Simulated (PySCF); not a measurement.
# Electron correlation in P⁺ (phosphorus, charge +1)

[Ne] 3s2 3p2, high-spin 3P determinant. All numbers are calculated (PySCF 2.14, the non-relativistic Hamiltonian (point nucleus), in cc-pV(T+d)Z (5s4p3d1f, 39 functions)). Frozen: [Ne]; 4 electrons correlated.

MP2 pair energies summed by pair of shells (mhartree):

| pair | energy | share (%) |
| --- | --- | --- |
| 3s-3p | -38.88 | 62.2 |
| 3s-3s | -17.11 | 27.4 |
| 3p-3p | -6.52 | 10.4 |

Total MP2 correlation energy: -62.51 mhartree.

Same-spin part -10.56 and opposite-spin part -51.95 mhartree; SCS-MP2 scales them by 1/3 and 6/5 to -65.85 mhartree.

```
  level  correlation energy (mhartree)
   CCSD                         -82.89
    (T)                          -2.34
CCSD(T)                         -85.23
```

Diagnostics: T1 = 0.0100, D1 = 0.0252, largest double amplitude 0.103.

Task: Is a single reference adequate?

Result: Mostly. T1 lies below 0.03, but a double amplitude of this size points to a near-degeneracy that CCSD handles and MP2 describes poorly.
